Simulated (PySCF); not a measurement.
Isomers of C5H6O4Si.

All values: PBE0/pcSseg-1 (PySCF) at GFN2-xTB geometries, gas phase, one conformer each.

Question: Rank by the highest IAO charge on any atom, lowest value first.
A. `[CH:1]#[C:2][C:3](=[O:4])[O:5][Si@H:6]([CH3:7])[O:8][CH:9]=[O:10]` with C2–C3–O5–Si6 179°, C3–O5–Si6–C7 -64°, O5–Si6–O8–C9 -179°, Si6–O8–C9–O10 1°
B. `[CH:1]#[C:2][C:3](=[O:4])[O:5][Si@H:6]([CH3:7])[C:8](=[O:9])[OH:10]` with C2–C3–O5–Si6 180°, C3–O5–Si6–C7 -66°, O5–Si6–C8–O9 118°, Si6–C8–O10–H 180°
C. `[CH2:1]=[CH:2][Si:3]1([CH3:4])[O:5][C:6](=[O:7])[C:8](=[O:9])[O:10]1` with C1–C2–Si3–C4 132°
D. `[O:1]=[C:2]=[C:3]([CH:4]=[O:5])[C@@H:6]([SiH3:7])[O:8][CH:9]=[O:10]` with C2–C3–C4–O5 178°, C2–C3–C6–Si7 -104°, C3–C6–O8–C9 159°, C6–O8–C9–O10 1°

Answer: D (+0.599 e), B (+1.093 e), A (+1.310 e), C (+1.438 e).

Question: Rank by dipole moment, highest first.
A. `[CH:1]#[C:2][C:3](=[O:4])[O:5][Si@H:6]([CH3:7])[C:8](=[O:9])[OH:10]` with C2–C3–O5–Si6 180°, C3–O5–Si6–C7 -66°, O5–Si6–C8–O9 118°, Si6–C8–O10–H 180°
B. `[CH2:1]=[CH:2][Si:3]1([CH3:4])[O:5][C:6](=[O:7])[C:8](=[O:9])[O:10]1` with C1–C2–Si3–C4 132°
C. `[O:1]=[C:2]=[C:3]([CH:4]=[O:5])[C@@H:6]([SiH3:7])[O:8][CH:9]=[O:10]` with C2–C3–C4–O5 178°, C2–C3–C6–Si7 -104°, C3–C6–O8–C9 159°, C6–O8–C9–O10 1°

Answer: B (6.49 D), C (2.76 D), A (1.63 D).

Question: Rank by the lowest Hirshfeld charge on any atom, highest value first.
A. `[CH2:1]=[CH:2][Si:3]1([CH3:4])[O:5][C:6](=[O:7])[C:8](=[O:9])[O:10]1` with C1–C2–Si3–C4 132°
B. `[CH:1]#[C:2][C:3](=[O:4])[O:5][Si@H:6]([CH3:7])[C:8](=[O:9])[OH:10]` with C2–C3–O5–Si6 180°, C3–O5–Si6–C7 -66°, O5–Si6–C8–O9 118°, Si6–C8–O10–H 180°
C. `[CH:1]#[C:2][C:3](=[O:4])[O:5][Si@H:6]([CH3:7])[O:8][CH:9]=[O:10]` with C2–C3–O5–Si6 179°, C3–O5–Si6–C7 -64°, O5–Si6–O8–C9 -179°, Si6–O8–C9–O10 1°

Answer: A (-0.227 e), C (-0.245 e), B (-0.267 e).

All values together:

```
                      SMILES  μ (D)  HOMO (eV)  LUMO (eV)  lowest IAO charge (e)  highest IAO charge (e)  lowest Hirshfeld charge (e)  highest Hirshfeld charge (e)
      C#CC(=O)O[Si@H](C)OC=O   2.79      -8.57      -1.75             -0.751 (C)             +1.310 (Si)                   -0.245 (O)                   +0.482 (Si)
O=C=C(C=O)[C@@H]([SiH3])OC=O   2.76      -7.56      -2.07             -0.440 (O)             +0.599 (Si)                   -0.236 (O)                   +0.301 (Si)
    C#CC(=O)O[Si@H](C)C(=O)O   1.63      -7.95      -1.68             -0.736 (C)             +1.093 (Si)                   -0.267 (O)                   +0.436 (Si)
    C=C[Si]1(C)OC(=O)C(=O)O1   6.49      -8.21      -1.93             -0.747 (C)             +1.438 (Si)                   -0.227 (O)                   +0.527 (Si)
```

Conformers: `[CH:1]#[C:2][C:3](=[O:4])[O:5][Si@H:6]([CH3:7])[O:8][CH:9]=[O:10]` with C2–C3–O5–Si6 179°, C3–O5–Si6–C7 -64°, O5–Si6–O8–C9 -179°, Si6–O8–C9–O10 1°; `[O:1]=[C:2]=[C:3]([CH:4]=[O:5])[C@@H:6]([SiH3:7])[O:8][CH:9]=[O:10]` with C2–C3–C4–O5 178°, C2–C3–C6–Si7 -104°, C3–C6–O8–C9 159°, C6–O8–C9–O10 1°; `[CH:1]#[C:2][C:3](=[O:4])[O:5][Si@H:6]([CH3:7])[C:8](=[O:9])[OH:10]` with C2–C3–O5–Si6 180°, C3–O5–Si6–C7 -66°, O5–Si6–C8–O9 118°, Si6–C8–O10–H 180°; `[CH2:1]=[CH:2][Si:3]1([CH3:4])[O:5][C:6](=[O:7])[C:8](=[O:9])[O:10]1` with C1–C2–Si3–C4 132°.
